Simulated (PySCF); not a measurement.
A side-by-side comparison of computed properties.

First species: C₄H₇FS.
Numbering: `[CH3:1]/[CH:2]=[C:3](/[F:4])[S:5][CH3:6]` (hydrogens: H7, H8, H9 on C1; H10 on C2; H11, H12, H13 on C6)

Second species: C3H3FN2S.
SMILES: `Fc1c(nsn1)C`

Levels: PBE0/def2-SVPD for dipole moment, HOMO energy, LUMO energy, HOMO–LUMO gap, static isotropic polarisability and electronic spatial extent ⟨r²⟩ about the centre of nuclear charge; TDDFT PBE0/def2-SVPD for lowest singlet excitation; TDA PBE0/def2-SVPD for lowest triplet excitation (Tamm–Dancoff); GFN2-xTB for rotational constant A and rotational constant C. Geometries: GFN2-xTB. All species are isolated and taken at one optimised geometry, non-relativistic unless stated; the electronic structure was computed with PySCF and density fitting.

Dipoles, sizes and rotational constants follow the conformer. The torsions of the flexible species, by atom-mapped SMILES:
- `[CH3:1]/[CH:2]=[C:3](/[F:4])[S:5][CH3:6]`: C2–C3–S5–C6 -166°

Problem. Which has the higher rotational constant C?

Solution. The first: 1.484 GHz against 1.438 GHz, a difference of 0.046 GHz.

Problem. Which of the two has the higher ⟨r²⟩, and by how much?

Solution. The first: 811 bohr² against 772 bohr², a difference of 39 bohr².

Problem. Which of the two has the higher S1 energy, and by how much?

Solution. The second: 5.19 eV against 5.01 eV, a difference of 0.18 eV.

Problem. Which of the two has the higher static isotropic polarisability, and by how much?

Solution. The first: 73.1 au against 64.6 au, a difference of 8.5 au.

Problem. Which has the higher rotational constant A?

Solution. The first: 4.777 GHz against 3.718 GHz, a difference of 1.059 GHz.

Problem. Which of the two has the higher HOMO energy, and by how much?

Solution. The first: -6.19 eV against -7.79 eV, a difference of 1.60 eV.

Problem. Which has the higher HOMO–LUMO gap?

Solution. The first: 6.34 eV against 6.13 eV, a difference of 0.21 eV.

Problem. Which of the two has the higher dipole moment, and by how much?

Solution. The second: 1.68 D against 0.57 D, a difference of 1.11 D.

On the first: A dipole of 0.57 D is allowed in C1, and pure rotational transitions are dipole-allowed. The polarisability is 10.83 Å³ as a volume (1 au = 0.148185 Å³), or 1.31 au for each of the 56 electrons.

On the second: The 6 singlets span 5.19 to 6.96 eV, and their oscillator strengths add up to 0.22. The principal polarisabilities are 43.7, 63.7 and 86.5 au; their mean is the isotropic value.
